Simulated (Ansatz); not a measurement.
C₃H₉B₃O₃, charge +1, doublet, at a GFN2-xTB geometry (a state made from the parent by changing its charge; the spin is typed, not shown lowest); PBE0/6-31G* in Ansatz (an electronic-structure program).

The Ansatz input:
Ansatz 0.2 input:
```yaml
crystal:
  periodic: [false, false, false]
  atoms:
    - {symbol: C, position_ang: [-1.86921833, -2.30973507, -0.20001952]}
    - {symbol: B, position_ang: [-0.89781226, -1.07389565, -0.09636603]}
    - {symbol: O, position_ang: [0.46707948, -1.27383094, 0.04116915]}
    - {symbol: B, position_ang: [1.29249091, -0.22209950, 0.13036239]}
    - {symbol: C, position_ang: [2.88350992, -0.49012124, 0.28816344]}
    - {symbol: O, position_ang: [0.86577880, 1.05123225, 0.09371161]}
    - {symbol: B, position_ang: [-0.48969592, 1.30369220, -0.04280953]}
    - {symbol: C, position_ang: [-0.99428482, 2.80118990, -0.08592043]}
    - {symbol: O, position_ang: [-1.27447429, 0.21916510, -0.12860370]}
    - {symbol: H, position_ang: [-1.35306759, -3.26268703, -0.15703666]}
    - {symbol: H, position_ang: [-2.42127881, -2.25763040, -1.13753568]}
    - {symbol: H, position_ang: [-2.59061526, -2.27087706, 0.61520608]}
    - {symbol: H, position_ang: [3.22032040, -1.01336254, -0.60324959]}
    - {symbol: H, position_ang: [3.03259602, -1.12420064, 1.15805345]}
    - {symbol: H, position_ang: [3.40374293, 0.45452431, 0.40072714]}
    - {symbol: H, position_ang: [-1.70188331, 2.96037468, 0.72651878]}
    - {symbol: H, position_ang: [-0.18888059, 3.52145244, 0.00580456]}
    - {symbol: H, position_ang: [-1.51295973, 2.97338817, -1.02797967]}
basis:
  gaussian:
    orbitals: 6-31G*
hamiltonian:
  xc: pbe0
total_charge: 1
magnetization: {spin_polarized: true, initial_magnetization: 1}
scf: {lower_state_search: off}
```

**Question.** Write the output that Ansatz gives for this input, abridged.

**Answer.** 
```
Functional definition: PBE0
these checks for a lower state are left out or cut short: stability, starts, cluster_reference, orbital_swaps, neighbouring_geometries, increment
1509 factors; integrals over basis functions are off by at most 1.2e-3 eV
mean field evaluation 1: about -11396.1447 eV, gradient 6.7e1 eV
mean field evaluation 2: about -11384.6025 eV, gradient 8.6e1 eV
mean field evaluation 4: about -11412.5847 eV, gradient 6.3e0 eV
mean field evaluation 8: about -11413.2171 eV, gradient 1.0e0 eV
mean field evaluation 16: about -11413.2232 eV, gradient 6.2e-3 eV
mean field -11413.22321394 eV, -419.4282169517 hartree, gradient 5.3e-6 eV, S^2 0.753353; 0 other end points of the search recorded, 0 dependent functions left out
reference -11413.22323818 eV, -419.4282178424 hartree; 33, 32 occupied and 120, 121 virtual orbitals, 1509 factors
Total energy: -11413.22323818 eV, -419.4282178424 hartree
Checks for a lower state left out: stability, starts, cluster_reference, orbital_swaps, neighbouring_geometries, increment
```
